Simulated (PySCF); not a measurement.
F₂H₆Si₃, SMILES [SiH3][Si](F)([SiH3])F. Atoms are numbered in the order given.

```xyz
11

F      0.0000    -1.3061     1.3678
Si     0.0000     0.0000     0.3874
F      0.0000     1.3061     1.3678
Si     2.0072     0.0000    -0.8360
Si    -2.0072     0.0000    -0.8360
H      2.0513     1.2118    -1.7009
H      2.0513    -1.2118    -1.7009
H      3.1767     0.0000     0.0841
H     -3.1767     0.0000     0.0841
H     -2.0513     1.2118    -1.7009
H     -2.0513    -1.2118    -1.7009
```
Charge 0, spin multiplicity 1.

Geometry optimised at TPSSh-D3(BJ)/def2-SVP.

Vertical ionisation energy (IE) and electron affinity (EA) in eV. Rows of orbital energies are one-electron estimates. Where ΔSCF, EOM or ADC give a negative EA the extra electron is unbound and the value depends on the basis.

| level | IE | EA |
|---|---|---|
| −ε(HOMO), −ε(LUMO), HF/def2-TZVP (PySCF) | … | … |
| −ε(HOMO), −ε(LUMO), PBE/def2-TZVP (PySCF) | 6.80 | 1.83 |

Question: Complete the blanks. (Estimate from the structure and the level; the computed values follow.)

Answer: 
- −ε(HOMO), −ε(LUMO), HF/def2-TZVP (PySCF), IE: 10.64
- −ε(HOMO), −ε(LUMO), HF/def2-TZVP (PySCF), EA: -2.15
